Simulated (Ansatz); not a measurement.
The cluster Sn₅H₂. Charge 0, multiplicity 1. Geometry PBE-D4/def2-SVP, basis def2-TZVP, Ansatz.

```xyz
7

Sn    1.271   -1.726    0.073
Sn    0.739    1.842   -0.813
Sn   -2.010   -0.116    0.740
Sn   -0.597   -0.512   -1.701
Sn    0.597    0.512    1.701
H    -1.148   -0.983   -3.272
H     1.148    0.983    3.272
```

```
run  HOMO (eV)  LUMO (eV)
  A      -5.24      -2.95
  B      -5.05      -2.97
  C      -5.84      -2.45
  D      -5.25      -3.18
  E      -5.35      -2.79
  F      -5.70      -2.45
```

In the def2 sets Sn takes a core potential; there is no spin–orbit coupling. HSE06 is defined as in plane-wave codes, on full-range PBE exchange. The structure comes from a short search, and lower isomers may exist.

Task: The runs used HSE06, LDA (SPW92), PBE, PBE0, r2SCAN, r2SCAN0. Estimate which is which.

Result: A r2SCAN (0 % exact exchange); B PBE (0 % exact exchange); C r2SCAN0 (25 % exact exchange); D LDA (SPW92) (0 % exact exchange); E HSE06 (range-separated); F PBE0 (25 % exact exchange). Exact exchange lowers occupied and raises empty levels; among semilocal functionals meta-GGAs tend to open the gap a little, and such runs are hard to tell apart. The gap grows from 2.06 eV (LDA (SPW92)) to 3.39 eV (r2SCAN0). The restricted singlet is unstable towards broken spin symmetry in Hartree–Fock (as tested in another run); at r2SCAN-D4/def2-TZVP, PBE-D4/def2-TZVP, r2SCAN0-D4/def2-TZVP, LDA (SPW92)/def2-TZVP and others this wasn't settled.
